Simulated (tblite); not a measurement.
Species: C4H5Br.
SMILES with atom numbers: `[CH2:1]=[CH:2]/[CH:3]=[CH:4]\[Br:5]` (hydrogens: H6, H7 on C1; H8 on C2; H9 on C3; H10 on C4)

Structure used (GFN2-xTB), in Å, numbered top down from 1:
```xyz
10
C4H5Br angstrom
C     -1.2851    0.3624   -1.3070
C     -0.1501    0.3548   -0.6144
C      0.0267   -0.3995    0.6017
C      1.1337   -0.4494    1.3396
Br     2.7271    0.4819    0.9270
H     -2.1456   -0.2040   -0.9895
H     -1.3930    0.9342   -2.2120
H      0.6998    0.9320   -0.9528
H     -0.8236   -0.9779    0.9413
H      1.2189   -1.0298    2.2436
```

Computed values, GFN2-xTB/tblite, gas phase, harmonic and unscaled. This tight-binding method is rough: wavenumbers can miss measured ones by several per cent, in bad cases by 10 to 20. One conformer, not necessarily the lowest.

Harmonic wavenumbers (cm⁻¹): 114.1, 144.5, 321.6, 327.3, 555.8, 618.5, 661.3, 779.5, 872.9, 896.9, 938.6, 1012.7, 1118.2, 1221.0, 1260.3, 1303.8, 1406.5, 1623.0, 1659.8, 3048.2, 3072.2, 3092.8, 3100.5, 3137.5.

A = 10912, B = 1387, C = 1230 MHz; mass 131.957 u (most abundant isotopes); point group Cs, symmetry number 1.

What is the zero-point energy?

Half the sum of the wavenumbers: 16144 cm⁻¹ = 46.16 kcal/mol.

Give the ideal-gas entropy at 200 K and 1 bar in the rigid-rotor, harmonic-oscillator model (classical rotation).

Translation 38.59, rotation 26.06, vibration 6.39: S = 71.0 cal/(mol K).

And Cp and H(200 K) − H(0)?

Cp = 16.49 cal/(mol K), of which vibrations give 8.54 (their classical limit is 24 R = 47.7); H(200 K) − H(0) = 2.36 kcal/mol without the zero-point energy, 0.77 from vibrations.

Which modes carry the vibrational entropy at 200 K?

114.1 cm⁻¹: 2.43; 144.5 cm⁻¹: 2.00; 321.6 cm⁻¹: 0.71; 327.3 cm⁻¹: 0.69; 555.8 cm⁻¹: 0.19; 618.5 cm⁻¹: 0.13 cal/(mol K); the other 18 give 0.24 together.

How do the functions run with temperature in this model?

| T (K) | S (cal/(mol K)) | Cp (cal/(mol K)) | H − H(0) (kcal/mol) | G − H(0) (kcal/mol) | ln q(vib) |
| --- | --- | --- | --- | --- | --- |
| 50 | 54.1 | 9.4 | 0.42 | -2.29 | 0.05 |
| 100 | 61.4 | 11.9 | 0.95 | -5.19 | 0.37 |
| 298.15 | 78.6 | 21.6 | 4.23 | -19.19 | 2.27 |
| 373.15 | 83.8 | 25.3 | 5.99 | -25.28 | 3.07 |
| 500 | 92.0 | 30.6 | 9.55 | -36.44 | 4.48 |
| 750 | 105.9 | 37.9 | 18.19 | -61.24 | 7.27 |
| 1000 | 117.5 | 42.6 | 28.28 | -89.20 | 9.92 |

q(vib) and H(0) count from the zero-point level.

What must be added to the electronic energy to get the Gibbs energy at 200 K and 1 bar?

ZPE + [H(200 K) − H(0)] − T·S = 46.16 + 2.36 − 14.21 = 34.31 kcal/mol.

Hindered rotation and anharmonicity are outside this model. Other conformers, if any are populated, would add a mixing term that is left out.
